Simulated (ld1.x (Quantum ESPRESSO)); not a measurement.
## Pseudopotential generation for silicon (Si): ultrasoft, PBE, non-relativistic.

ld1.x (Quantum ESPRESSO) 7.5 input, shortened:

```
&input
   title='Si', zed=14., rel=0, dft='PBE', iswitch=3,
   config='[Ne] 3s2 3p0 3d-2'
 /
 &inputp
   pseudotype=3, tm=.true., lloc=-1, rcloc=1.40,
   nlcc=.true., new_core_ps=.true.,
   which_augfun='PSQ', rmatch_augfun_nc=.true.
 /
5
3S  1  0   2.00   0.00  1.55  1.75  0.0
3S  1  0   0.00  -1.60  1.55  1.75  0.0
3P  2  1   0.00   0.00  1.30  1.80  0.0
3P  2  1   0.00  -1.15  1.30  1.80  0.0
3D  3  2  -2.00  -0.05  1.25  1.40  0.0
 &test
   configts(1)='3s2 3p0'
 /
```

All-electron outer shells of the reference configuration (PBE, non-relativistic, ld1.x):

```json
{"shell": "3s", "level (eV)": "-28.48", "outermost node (bohr)": "0.72", "outermost maximum (bohr)": "1.71"}
{"shell": "3p", "level (eV)": "-20.52", "outermost node (bohr)": "0.71", "outermost maximum (bohr)": "1.91"}
```

Q: Does the generator finish with these settings?

A: Yes, a potential is produced and its reference levels are reproduced.

Q: Estimate the cutoffs (Ry, on a coarse ladder) from which the occupation-weighted sum of valence levels, in a spherical-Bessel basis at the reference potential, stays within 10 and 1 mRy of its value at 400 Ry.

A: 10 Ry and 15 Ry.

Q: Does the potential have ghost states?

A: No extra level below or beside the all-electron valence levels (s, p, d, f tested).

Q: Is the overlap operator S = 1 + Σ q|β⟩⟨β| positive definite (Bessel basis up to 400 Ry)?

A: Yes: its lowest eigenvalue is 0.43 (s channel).

Q: Tests: 3s2 3p2; 3s2 3p1; 3s1 3p0; 3s0 3p4; 3s1 3p2; 3s2 3p1.5; 3s1 3p3. Which has the largest error in its energy relative to the reference configuration, and how large is it?

A: 3s1 3p0, with -7.4 meV (all-electron minus pseudo) on +33.90 eV.
